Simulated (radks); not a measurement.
Results of a calculation; reference values are marked as such.
Os4+, 72 electrons, occupied as [Xe] 4f14 5d4. Level of theory: Dirac Kohn-Sham, PBE, spin-unpolarised, spherical densities, finite nucleus; open shells are shared between the two j in proportion to 2j + 1; Fermi nuclear charge, rms radius 5.4126 fm (a radial shooting solver on a logarithmic mesh with Libxc functionals).

X-ray form factor f0, the Fourier transform of the density (f0(0) = 72):

sin(theta)/lambda (1/angstrom)  f0 (electrons)
0.05                                    71.405
0.1                                     69.709
0.15                                    67.145
0.2                                     64.016
0.25                                    60.613
0.3                                     57.165
0.4                                     50.676
0.5                                     45.059
0.6                                     40.288
0.8                                     32.619
1                                       26.740
1.25                                    21.458
1.5                                     18.047
2                                       14.238
